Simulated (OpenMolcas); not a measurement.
Computed levels of 3d2 in ions with 20 electrons, in cm-1 above 3F2.

```yaml
Program: OpenMolcas 26.06
Method: SS-CASPT2, IPEA 0.25 Eh, imaginary shift 0.1 Eh
Basis: ANO-RCC-VTZP
Scalar_Hamiltonian: DKH2, point nucleus
Spin-orbit_coupling: state interaction with AMFI integrals over the reference wave functions, term energies averaged over their components
```

Active space for each ion: 2 electrons in 10 orbitals (3d 4d); closed shells correlated by CASPT2: 3s 3p.

| Level | V3+ | Mn5+ | Co7+ |
| --- | --- | --- | --- |
| 3F3 | 329 | 760 | 1385 |
| 3F4 | 753 | 1716 | 3090 |
| 1D2 | 10980 | 15600 | 19530 |
| 3P0 | 13840 | 18750 | 22670 |
| 3P1 | 13950 | 19020 | 23180 |
| 3P2 | 14190 | 19610 | 24380 |
| 1G4 | 19040 | 26430 | 32790 |
| 1S0 | 43620 | 61220 | 76790 |

Problem. Estimate 3F4, 1D2, 3P0 for Cr4+ from its neighbours V3+ and Mn5+.

Solution. 3F4 is fine structure, which grows about as the fourth power of a screened charge, so the fourth roots are averaged: ((753^0.25 + 1716^0.25) / 2)^4 = 1161. The calculation gives 1162, so the estimate is off by -0.1 %; the measured value is 1142 (Sugar and Corliss, J. Phys. Chem. Ref. Data 6, 317 (1977)).
1D2 is another term, which grows about linearly with the charge: (10980 + 15600) / 2 = 13290. The calculation gives 13250, so the estimate is off by +0.3 %; the measured value is 13188 (Sugar and Corliss, J. Phys. Chem. Ref. Data 6, 317 (1977)).
3P0 is another term, which grows about linearly with the charge: (13840 + 18750) / 2 = 16295. The calculation gives 16290, so the estimate is off by 0 %; the measured value is 15492 (Sugar and Corliss, J. Phys. Chem. Ref. Data 6, 317 (1977)).

CASPT2 does not keep the components of a term degenerate, so their means are used; among the terms shown or strongly mixed into the levels shown the widest spread is 770 cm-1 (3d2 1G, Cr4+). Active for correlation alone: 4d; no level in the range computed is led by a configuration that fills it, so any true level of that kind is missing. Measured partners are found by configuration, term and J. A level has none where our copy of the source lacks it or the pairing is in doubt (some pairs that miss far off the trend of their configuration count as doubtful), and it then counts in no deviation. Levels of configurations outside the active space are missing.
